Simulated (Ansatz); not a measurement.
`S[SiH2]BCl` + `[F][GeH]([F])[GeH3]` → `FB[SiH2]S` + `[F][GeH]([Cl])[GeH3]`  (redistribution)

Isolated molecules relaxed with PBE0-D4/def2-TZVP in Ansatz; ΔE leaves out vibrations. CCSD(T)/CBS adds triple-zeta CCSD(T) − MP2 to the extrapolated MP2 energy (def2 sets, frozen cores). Functionals use def2-TZVPP. HSE06 is defined as in plane-wave codes. For Ge outer-core shells are correlated without core-valence functions, which leaves a few kJ/mol of doubt a bond. Scalar relativity is left out up to krypton. One conformer a species, not always the lowest.

| level | ΔE (kcal/mol) | difference from CCSD(T)/CBS |
| --- | --- | --- |
| BLYP-D4 | -11.6 | -0.2 |
| r2SCANh-D4 | -11.6 | -0.2 |
| r2SCAN0-D4 | -12.0 | -0.6 |
| BHLYP-D4 | -13.0 | -1.6 |
| ωB97M-V | -12.1 | -0.7 |
| r2SCANh | -11.7 | -0.3 |
| HSE06 | -12.2 | -0.8 |
| BHLYP | -13.1 | -1.7 |
| LC-ωPBE | -11.6 | -0.2 |
| RPA@PBE/def2-TZVPP | -11.3 | 0.1 |
| HF/def2-SVP | -14.1 | -2.7 |
| MP2/def2-SVP | -10.5 | 0.9 |
| CCSD/def2-SVP | -11.1 | 0.3 |
| HF/def2-QZVPP | -13.7 | -2.3 |
| HF/CBS(def2) | -13.6 | -2.2 |
| MP2/CBS(def2) | -11.0 | 0.4 |
| CCSD(T)/CBS | -11.4 | 0 |

Largest T1 diagnostic among the species: 0.014.

From r2SCAN to r2SCAN0 (25 % exact exchange), in def2-TZVPP and without D4, ΔE moves by −0.8 kcal/mol. In def2-TZVPP, CCSD(T) changes the Hartree–Fock value by +2.6 kcal/mol (the triples alone add +0.5 kcal/mol) and MP2 by +3.0 kcal/mol.
